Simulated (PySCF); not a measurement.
CaF₂, charge +1, multiplicity 2. Atoms are numbered in the order given.

```xyz
3

Ca     0.0000     0.0000     0.8493
F      0.0000    -1.0010    -0.9436
F      0.0000     1.0010    -0.9436
```
Charge +1, spin multiplicity 2.

Geometry: TPSSh-D3(BJ)/def2-TZVP. The multiplicity is an assumed one; other spin states were not compared. The isomer is the one that the SMILES or the coordinates give; other isomers of the formula were not compared.

These are PBE/def2-TZVPD in PySCF values and carry that method's errors.

Gas-phase values at a fixed geometry.

```
Quantity                                                            Value
------------------------------------------------  -----------------------
total energy                                           -876.72669 hartree
point group                                                           C2v
α spin, highest occupied and lowest empty level       -14.33 and -7.79 eV
β spin, highest occupied and lowest empty level      -13.99 and -12.30 eV
dipole moment about the centre of nuclear charge                   8.74 D
mean static polarisability                           21.5 bohr³ (3.19 Å³)
polarisability, principal values                   13.1, 21.8, 29.7 bohr³
⟨S²⟩                                              0.754 (pure state 0.75)
```
